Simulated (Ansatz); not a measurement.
`[CH3][GeH2][I]` and `[OH][GeH2][I]` differ in one atom or group.

Ansatz, PBE0-D4/def2-TZVP geometries, multiplicity 1. Each molecule was computed in one conformer, which needn't be the lowest.

Elements past krypton have def2 core potentials. Scalar relativity is left out up to krypton.

```json
{"property": "HOMO–LUMO gap (PBE/def2-TZVPP) / eV", "`[CH3][GeH2][I]`": "4.69"}
{"property": "HOMO–LUMO gap (ωB97M-V/def2-TZVPP) / eV", "`[CH3][GeH2][I]`": "10.62"}
{"property": "HOMO energy (PBE0/def2-TZVPP) / eV", "`[CH3][GeH2][I]`": "-7.41"}
{"property": "zero-point energy (PBE0-D4/def2-TZVP) / kJ/mol", "`[CH3][GeH2][I]`": "139.4"}
{"property": "LUMO energy (PBE/def2-TZVPP) / eV", "`[CH3][GeH2][I]`": "-1.59"}
{"property": "size of the dipole moment (PBE/def2-TZVPP) / D", "`[CH3][GeH2][I]`": "2.19"}
```

What does the change do to each property? (Estimate.)

Computed: 
| property | `[OH][GeH2][I]` | shift |
| --- | --- | --- |
| HOMO–LUMO gap (PBE/def2-TZVPP) / eV | 4.75 | 0.06 |
| HOMO–LUMO gap (ωB97M-V/def2-TZVPP) / eV | 10.74 | 0.12 |
| HOMO energy (PBE0/def2-TZVPP) / eV | -7.68 | -0.27 |
| zero-point energy (PBE0-D4/def2-TZVP) / kJ/mol | 79.6 | -59.8 |
| LUMO energy (PBE/def2-TZVPP) / eV | -1.78 | -0.19 |
| size of the dipole moment (PBE/def2-TZVPP) / D | 1.23 | -0.96 |

With PBE0 the HOMO falls by 0.27 eV and the LUMO falls by 0.18 eV, so the gap widens by about 0.09 eV. PBE moves the HOMO by -0.24 eV and ωB97M-V by -0.27 eV. The zero-point energy changes by -59.8 kJ/mol with -6 modes. Dipoles are sizes alone; their direction can turn.

Spin–orbit coupling is left out; it splits and shifts lone-pair levels of the heavy atoms by tenths of an eV.
